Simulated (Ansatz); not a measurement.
Relaxation of H6OW (8 atoms, charge 0, multiplicity 1), to a largest force component of 0.03 eV/Å in at most 50 steps.

The calculation used RKS PBE0/def2-mTZVP in Ansatz.

```xyz
8
Properties=species:S:1:pos:R:3
W -0.404 0.223 -0.566
O 0.779 0.020 2.312
H 0.521 -0.901 2.442
H 1.496 -0.036 1.642
H 0.428 1.714 -0.423
H -1.880 0.169 0.294
H 0.620 -1.127 -0.280
H -0.532 -0.343 -2.184
```

Problem. Where does it end, and by what steps?

Solution. It converged. After 6 steps the energy has fallen by 0.677 eV; O2 moved furthest, 0.64 Å. Joined: W1–O2 (3.12 → 2.22 Å).

| step | energy less start (eV) | largest force component (eV/Å) | accepted |
| --- | --- | --- | --- |
| 0 | 0.0000 | 1.136 | yes |
| 1 | -0.1383 | 1.263 | yes |
| 2 | -0.3144 | 2.007 | yes |
| 3 | -0.5619 | 2.093 | yes |
| 4 | -0.6101 | 0.820 | yes |
| 5 | -0.6730 | 0.184 | yes |
| 6 | -0.6766 | 0.024 | yes |

```xyz
8
Properties=species:S:1:pos:R:3
W -0.318 0.227 -0.318
O 0.567 0.013 1.709
H 0.325 -0.806 2.159
H 1.530 0.072 1.725
H 0.527 1.730 -0.293
H -1.808 0.119 0.542
H 0.634 -1.196 -0.382
H -0.428 -0.439 -1.905
```

Whether the end is a true minimum wasn't checked by a vibrational analysis.

Run time: 34 s on 1 thread of Arm Neoverse V1, on a shared host, peak memory 0.14 GiB.
